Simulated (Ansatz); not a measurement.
A run for Ansatz (a first-principles code): R-BLYP/def2-TZVPPD on CH7GaO (a complex). Files ending in .json are basis or fitting sets from the Basis Set Exchange.

Ansatz 0.2 input:
```yaml
crystal:
  periodic: [false, false, false]
  atoms:
    - {symbol: Ga, position_ang: [-0.06008883, -0.85086794, 0.70335088]}
    - {symbol: H, position_ang: [-1.29184569, 0.02847900, 0.26727584]}
    - {symbol: H, position_ang: [-0.34587416, -2.20267583, 1.47657984]}
    - {symbol: H, position_ang: [1.33152400, -0.68724886, -0.02212534]}
    - {symbol: C, position_ang: [-0.37982261, 0.26696467, 3.58862546]}
    - {symbol: O, position_ang: [0.50147967, 0.31425943, 2.45118975]}
    - {symbol: H, position_ang: [-0.45193493, -0.74781753, 3.98192167]}
    - {symbol: H, position_ang: [-1.35441082, 0.58679068, 3.22981234]}
    - {symbol: H, position_ang: [-0.02963102, 0.95437059, 4.35862588]}
    - {symbol: H, position_ang: [1.39913243, 0.08243689, 2.71651623]}
basis:
  gaussian:
    orbitals: def2-TZVPPD.json
hamiltonian:
  xc: {name: BLYP}
scf: {lower_state_search: off}
```

Task: Predict the final total energy.

Result: -2042.4391 hartree.
